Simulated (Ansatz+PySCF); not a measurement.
## quintet Fe: levels of theory in one basis

A single Fe atom.

Basis set: def2-SVP (spherical functions). Left uncorrelated: 5 orbitals. Correlation on ROHF uses semicanonical orbitals with singles. Charge 0, multiplicity 5.

Computed with Ansatz (development build ahead of 0.2.0); each method stands on the lowest determinant of its kind that the runs found.

```json
{"method": "ROHF", "E − E(ROHF) (eV)": "0.00", "<S²> of the determinant": "6.00"}
{"method": "UHF", "E − E(ROHF) (eV)": "-0.12", "<S²> of the determinant": "6.01"}
{"method": "ROHF-MP2", "E − E(ROHF) (eV)": "-6.60", "<S²> of the determinant": "–"}
{"method": "UHF-MP2", "E − E(ROHF) (eV)": "-6.61", "<S²> of the determinant": "6.01"}
```

(1) Is a single determinant a sound starting point here?

Answers

(1) By this sign, yes. Unrestricted orbitals gain 0.12 eV and <S²> is 6.01 against 6.00 for a pure state.
